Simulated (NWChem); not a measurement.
# Basis-set convergence for HGeI

```xyz
3

Ge    -1.0690     1.1774     0.0000
H      0.0699     2.3098     0.0000
I      0.6441    -0.7544     0.0000
```
Charge 0, spin multiplicity 1.

Program: NWChem. Structure: optimised with B3LYP/def2-SVP with def2 effective core potentials on I, a minimum by its harmonic frequencies.

Quantity: vertical ionisation energy at the level ΔHF (Δ: difference of total energies, the cation a doublet at the parent's geometry with its hole in an orbital of symmetry a' (Cs labels); it is the state that the SCF runs reached, from PBE0 orbitals for Hartree-Fock references, and need not be the lowest).

Effective core potentials replace the inner electrons of I; spin-orbit coupling is left out. The structure started from a generated list of species. The stability of the SCF solutions was not checked. Open-shell Hartree-Fock references start from PBE0 orbitals; any time given for them includes that run.

Relative cost: rough, from shared machines, SCF included, def2-SVP = 1.

Q: In def2-QZVP the value is 8.41 eV. Among def2-SVP, def2-SVPD, def2-TZVP, def2-TZVPP, def2-TZVPD, which is the smallest basis within 0.1 eV of it?

A: def2-SVP, with 63 functions against 187 and about 1 % of the time (also within reach: def2-SVPD, def2-TZVP, def2-TZVPP, def2-TZVPD). def2-QZVP isn't the basis-set limit itself, and a small set can land close by cancellation.

| basis | functions | vertical ionisation energy (eV) | relative cost |
|---|---|---|---|
| def2-SVP | 63 | 8.49 | 1 |
| def2-SVPD | 81 | 8.47 | under 3 |
| def2-TZVP | 104 | 8.42 | 4 |
| def2-TZVPP | 112 | 8.42 | 6 |
| def2-TZVPD | 122 | 8.41 | 7 |
| def2-QZVP | 187 | 8.41 | 70 |
